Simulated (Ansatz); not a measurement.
Frontier orbitals of CH6B2BrN (`CBB(N)Br`).

Cartesian coordinates in Å:
```
C 0.261 1.760 -0.259
B -0.465 0.422 -0.598
B -0.370 -0.955 0.344
N 0.479 -2.047 0.370
Br -1.824 -0.903 1.665
H 1.118 1.790 -0.953
H -0.327 2.651 -0.494
H 0.666 1.839 0.750
H -1.165 0.400 -1.577
H 0.380 -2.805 1.025
H 1.245 -2.153 -0.273
```

The species carries charge 0 and has multiplicity 1. Correlated methods include outer-core shells of Br, which these sets cover unevenly. Scalar relativity is left out up to krypton. Geometry: relaxed with PBE0-D4/def2-TZVP. It is one conformer, not always the lowest. Basis def2-TZVPP, Ansatz.

Orbital energies of one run (eV). Highest occupied ones, from the top: -8.74, -9.13, -9.82, -10.27, -11.13, -11.84, -12.65, -13.23, -14.95, -16.39, -16.83, -21.85, -23.50, -27.42. Empty: -0.17, 1.11, 1.49, 2.33, 2.63, 3.05.

Problem. Which functional gave them?
A. revPBE
B. r2SCAN0
C. BHLYP
D. LDA (SPW92)

Solution. C. HOMO energies: BHLYP -8.74, r2SCAN0 -7.75, LDA (SPW92) -6.42, revPBE -6.26 eV.
